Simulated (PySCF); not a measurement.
Peak assignment

Molfile (atoms numbered from 1):
```
C3H11PSi2
     RDKit          3D

 17 16  0  0  0  0  0  0  0  0999 V2000
   -2.0095    1.4355    0.0753 C   0  0  0  0  0  0  0  0  0  0  0  0
   -1.3444    0.2881    0.0417 C   0  0  0  0  0  0  0  0  0  0  0  0
   -1.3329   -0.6411    1.2164 C   0  0  0  0  0  0  0  0  0  0  0  0
   -0.3298   -0.2591   -1.4589 Si  0  0  0  0  0  4  0  0  0  0  0  0
    1.9171   -0.5522   -0.9247 Si  0  0  0  0  0  4  0  0  0  0  0  0
    2.3175   -0.2596    1.2663 P   0  0  0  0  0  0  0  0  0  0  0  0
   -2.0189    2.1122   -0.7628 H   0  0  0  0  0  0  0  0  0  0  0  0
   -2.5790    1.7467    0.9392 H   0  0  0  0  0  0  0  0  0  0  0  0
   -0.3169   -0.7331    1.6104 H   0  0  0  0  0  0  0  0  0  0  0  0
   -1.6593   -1.6365    0.9174 H   0  0  0  0  0  0  0  0  0  0  0  0
   -1.9800   -0.2829    2.0150 H   0  0  0  0  0  0  0  0  0  0  0  0
   -0.5197    0.7353   -2.5227 H   0  0  0  0  0  0  0  0  0  0  0  0
   -0.9099   -1.5180   -1.9510 H   0  0  0  0  0  0  0  0  0  0  0  0
    2.8033    0.3273   -1.7044 H   0  0  0  0  0  0  0  0  0  0  0  0
    2.4142   -1.9124   -1.1734 H   0  0  0  0  0  0  0  0  0  0  0  0
    3.6398    0.1032    1.1150 H   0  0  0  0  0  0  0  0  0  0  0  0
    1.9013    1.0587    1.2913 H   0  0  0  0  0  0  0  0  0  0  0  0
  1  2  2  0
  2  3  1  0
  2  4  1  0
  4  5  1  0
  5  6  1  0
  1  7  1  0
  1  8  1  0
  3  9  1  0
  3 10  1  0
  3 11  1  0
  4 12  1  0
  4 13  1  0
  5 14  1  0
  5 15  1  0
  6 16  1  0
  6 17  1  0
M  END
```

Method: GIAO PBE0/pcSseg-1 shieldings, GFN2-xTB structure, in PySCF 2.14.0 with density-fitted response routines (one computed conformer, gas phase, non-relativistic, one averaged value for each set of equivalent atoms).

Shifts are taken against calculated references (same method and geometry level): 13C (σ = 186.93 ppm) and 1H (σ = 31.72 ppm) vs TMS.

(1) Assign these signals to the numbered atoms. 13C{1H} NMR (computed): δ 148.5, 136.9, 30.0.

(2) Assign these signals to the numbered atoms. 1H NMR (500 MHz, computed): δ 6.06 (br s, 1H), 5.76 (br s, 1H), 4.29 (m, 2H), 4.04 (m, 2H), 2.11 (s, 3H), 1.12 (m, 2H).

Results:

(1) 
| δ (ppm) | atoms | environment | reason |
| --- | --- | --- | --- |
| 148.5 | C2 | fully substituted alkene carbon | the olefinic region |
| 136.9 | C1 | terminal =CH2 carbon | as expected for a trigonal carbon in a double bond |
| 30.0 | C3 | allylic methyl carbon | saturated and bonded to C and H only |

(2) 
```tsv
δ (ppm)	atoms	environment	reason
6.06	H8	hydrogen on a terminal =CH2 carbon	a vinylic proton, deshielded by the sp2 carbon and the C=C anisotropy
5.76	H7	hydrogen on a terminal =CH2 carbon	–
4.29	H12/H13	hydrogen on a silicon bonded to C, Si	–
4.04	H14/H15	hydrogen on a silicon bonded to P, Si	–
2.11	H9/H10/H11	hydrogen on an allylic methyl carbon	allylic position
1.12	H16/H17	hydrogen on a phosphorus bonded to Si	–
```

Splittings by 31P in the carbon and heteronuclear signals aren't shown, as no couplings were computed. Shifts are as computed. Against solution values, carbons near 30 ppm lie about +3 ppm off and those near 130 ppm about +5 ppm. Of 1309 compounds with measured shifts, 239 miss one by over three times the rms of a fit or turn the order of signals round; such compounds aren't used in these exercises. Multiplicities follow the n + 1 count of equivalent neighbours, as no J values were calculated; m marks all less simple cases, F and P coupling included.
